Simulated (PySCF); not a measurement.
Molecule: SMILES N[C@@H]1CC=C1C(F)(F)F, C₅H₆F₃N.

Cartesian coordinates in Å; atom numbers follow the order of the lines, from 1:
```xyz
15

N    -0.9112    1.4300   -0.8866
C    -0.5434    0.0549   -0.7444
C    -1.3840   -0.9114    0.1742
C    -0.1239   -1.0712    0.9746
C     0.5868   -0.2311    0.2232
C     1.9839    0.2710    0.2774
F     2.0566    1.5668    0.6340
F     2.6144    0.1673   -0.9043
F     2.7289   -0.4060    1.1708
H    -1.0583    1.8730    0.0127
H    -1.7441    1.5354   -1.4522
H    -0.3673   -0.3617   -1.7397
H    -1.7552   -1.8164   -0.3024
H    -2.1961   -0.4199    0.7069
H     0.1085   -1.6726    1.8339
```

Frames of a GFN2-xTB Langevin trajectory at 300 K; GIAO PBE0/pcSseg-1 shieldings in PySCF 2.14, gas phase, non-relativistic; equivalent atoms averaged within each frame.

Shifts are taken against calculated references (same method and geometry level): NH3 for ¹⁵N (267.73 ppm); ¹³C (186.93 ppm), ¹H (31.72 ppm) against TMS; ¹⁹F (170.95 ppm) against CFCl3. The references are static minima.

How do the shifts (ppm) fluctuate along the trajectory?

Results:


```tsv
time (fs)	N1	C4	C5	C6	C2	C3	F7/F8/F9	H15	H12	H13
optimised geometry	50.0	148.2	149.3	128.9	58.3	44.6	-82.0	6.76	4.25	2.78
250	55.4	149.8	146.6	127.0	62.0	42.7	-81.6	6.63	3.68	2.51
425	54.7	156.0	148.6	135.6	67.7	51.1	-49.7	7.19	5.52	3.18
625	57.9	159.6	160.1	130.3	57.6	48.6	-79.0	7.45	4.07	3.07
800	48.3	152.7	160.4	133.7	60.4	41.9	-76.3	6.74	4.28	2.41
1000	67.7	150.0	145.9	133.5	60.8	37.2	-70.0	6.67	5.33	2.15
mean of frames	56.8	153.6	152.3	132.0	61.7	44.3	-71.3	6.94	4.58	2.66
standard deviation	7.1	4.2	7.3	3.4	3.7	5.6	12.8	0.36	0.80	0.44
```

5 frames give an uncertainty of the mean of about the standard deviation over 2.2 at best, since frames this close in time may not be independent; classical motion lacks zero-point vibration, and the reference would need the same averaging.
